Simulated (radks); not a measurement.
Polarisability of the lead ion Pb5+, [Xe] 4f14 5d9, at imaginary frequency. Method: scalar-relativistic Kohn-Sham, LB94 model potential, spin-polarised, spherical densities, finite nucleus; open shells are filled with parallel spins first (spin-orbit coupling, left out, can overturn this in heavy ions); Fermi nuclear charge, rms radius 5.5012 fm; computed with a radial shooting solver on a logarithmic mesh with Libxc functionals. Response by self-consistent Sternheimer equations with the Hartree and adiabatic LDA kernel, the relativistic mass of each level held fixed and spin-orbit coupling left out.

w (hartree)  alpha1(iw) (bohr^3)
0.00266                    3.035
0.0143                     3.035
0.0360                     3.034
0.0697                     3.030
0.118                      3.022
0.186                      3.003
0.280                      2.963
0.413                      2.885
0.605                      2.738
0.892                      2.478
1.35                       2.063
2.12                       1.489
3.59                      0.8533
6.94                      0.3513
17.5                     0.09080

Static values: alpha1 = 3.035 bohr^3 (0.4497 angstrom^3; uncoupled 4.743). C6 = 14.65, triple-dipole C9 = 31.58 atomic units. One-pole (London) frequency 4 C6 / (3 alpha1^2) = 2.121 hartree, against 3.213 for minus the highest occupied eigenvalue.
